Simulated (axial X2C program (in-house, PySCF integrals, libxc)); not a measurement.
**GdH: the levels of the configuration f7 s2**

Computed with an axial X2C code built on PySCF integrals: two-component X2C with atomic mean-field Coulomb and Gaunt terms, basis Gd dyall-v3z, H dyall-v3z (cores contracted in-house). Orbitals come from Hartree–Fock averaged over the configuration Gd f7 s2; CI then distributes these electrons over the f, s shells of Gd.

R = 1.979 Å (near the minimum of the configuration average).

Active spinors (ω > 0):

```tsv
shell	ω	ε (eV)	character
f	5/2	-6.38	100% Gd f
f	3/2	-6.26	100% Gd f
f	1/2	-6.17	100% Gd f
f	7/2	-5.75	100% Gd f
f	5/2	-5.65	100% Gd f
f	3/2	-5.57	100% Gd f
f	1/2	-5.51	100% Gd f
```

Filled shells are left out: they mix freely with the closed shells.

Lowest levels of this model:

```csv
Ω,energy (cm⁻¹),g∥,μ (D),configuration
7/2,0,13.98,-1.61,100% f7 s2
5/2,6,9.98,-1.61,100% f7 s2
3/2,9,5.99,-1.61,100% f7 s2
1/2,11,2.00,-1.61,100% f7 s2
```

g∥ is the magnitude of 2⟨Lz + ge Sz⟩ for the +Ω component. μ is positive if the H end is positive.

**Question.** From Ω and g∥ of the lowest level, whose 2⟨Lz + ge Sz⟩ is positive, find ⟨Sz⟩ and ⟨Lz⟩ (ge = 2.0023).

**Answer.** Ω = ⟨Lz⟩ + ⟨Sz⟩ = 7/2 and ⟨Lz⟩ + ge⟨Sz⟩ = 6.990, so ⟨Sz⟩ = 3.48 and ⟨Lz⟩ = 0.02.

Occupations of the active spinors in the lowest level by ω, shell by shell in order of energy: -7/2: 0.00; -5/2: 0.92 0.08; -3/2: 0.81 0.19; -1/2: 0.68 0.32 1.00; 1/2: 0.45 0.55 1.00; 3/2: 0.30 0.70; 5/2: 0.14 0.86; 7/2: 1.00. The leading determinant has weight 0.17 among 789.

This point took 1.5 s on 1 thread of Arm Neoverse V1, with other jobs on the host.

Dynamic correlation is missing, so gaps between terms are too wide and other configurations may lie lower; the lowest level listed is that of this model, not necessarily the ground state. At most 4 roots were kept for each Ω > 0 (twice that for Ω = 0) within 2.2 eV of the lowest, so higher up levels can be missing between those listed; levels with Ω > 0 are doubly degenerate and listed once, Ω = 0 levels singly.
